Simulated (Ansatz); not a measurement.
Compare A (`C[SiH](F)CS`) with its isomer B (`CC[SiH](F)S`).

Gas-phase electronic energies from Ansatz, PBE0-D4/def2-TZVP geometries. CCSD(T)/CBS is the MP2 limit (def2-TZVPP, def2-QZVPP) plus CCSD(T) − MP2 in def2-TZVPP, frozen cores. DFT in def2-TZVPP. B3LYP here is the variant with VWN-RPA as its local correlation; programs differ in this. One conformer a species, not always the lowest.

Problem. Which is lower in electronic energy at CCSD(T)/CBS, and by how much? (An estimate is asked.)

Solution. Computed: B, by 15.4 kcal/mol.

Problem. Give E(B) − E(A) in kcal/mol with B3LYP-D4, CCSD(T)/def2-TZVPP, MP2/def2-TZVPP, HF/def2-TZVPP, CCSD/def2-TZVPP, PBE0-D4, B3LYP. (Best estimate.)

Solution. Computed: B3LYP-D4 -15.0, CCSD(T)/def2-TZVPP -15.5, MP2/def2-TZVPP -15.9, HF/def2-TZVPP -16.3, CCSD/def2-TZVPP -15.6, PBE0-D4 -15.6, B3LYP -15.5. None reverses the order clearly.

Largest T1 diagnostic: 0.011.
